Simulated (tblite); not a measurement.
Question: Write Cartesian coordinates for `C1(CC1)[P@](C(F)(F)F)(C=C)=O` as optimised with GFN2-xTB.

Answer: 
```
atom  x, y, z in Å
C1     2.8630   -0.4241    0.5448
C2     1.8944   -0.1876   -0.3243
P3     0.3056    0.4031    0.3062
O4     0.2116    0.6111    1.7468
C5    -1.0214   -0.5640   -0.4635
C6    -1.4892   -1.7427    0.3442
C7    -2.3384   -0.5237    0.2596
C8     0.1450    2.0402   -0.6312
F9     1.1021    2.8948   -0.2588
F10    0.2414    1.9008   -1.9626
F11   -1.0346    2.6168   -0.3844
H12    2.6887   -0.2617    1.5974
H13    3.8386   -0.7762    0.2519
H14    2.0018   -0.3293   -1.3895
H15   -1.0074   -0.6365   -1.5424
H16   -0.9813   -1.9326    1.2793
H17   -1.7906   -2.6327   -0.1873
H18   -3.2410   -0.5500   -0.3312
H19   -2.3982    0.1036    1.1375
```

Orientation and origin are arbitrary. Atoms count from 1 in this order. The 3 C–P bonds span 1.808 Å (C2–P3, drawn single) to 1.893 Å (P3–C8, drawn single), a spread of 0.085 Å. The 4 C–C bonds span 1.323 Å (C1=C2, drawn double) to 1.503 Å (C5–C6, drawn single), a spread of 0.180 Å. The 3-membered ring C5–C6–C7 has internal angles of 59.3° to 60.4°. P3 (phosphoryl phosphorus) is distorted tetrahedral (angles from 100.6° to 116.6°).

Bonds between heavy atoms (Å): C1=C2 1.323, C2–P3 1.808, P3=O4 1.459, P3–C5 1.814, C5–C6 1.503, C6–C7 1.488, P3–C8 1.893, C8–F9 1.336, C8–F10 1.342, C8–F11 1.336, C5–C7 1.503.

Computed geometry: GFN2-xTB, gas phase.

Point group: C1 (no symmetry element, even within 0.4 Å). Its GFN2-xTB frequencies are all real (lowest 30 cm⁻¹). One conformer, not necessarily the lowest (C1–C2–P3–O4 1°, C2–P3–C5–C6 95°). 3 starts were optimised and ended at 0.00, 2.32 and 2.57 kcal/mol (GFN2-xTB); the lowest of these is shown.

Hardware: one thread of an Arm Neoverse N1, no GPU, shared host with 64 logical CPUs at a one-minute load of 59. Cost: 1.3 s. That covers the optimisation of the geometry.
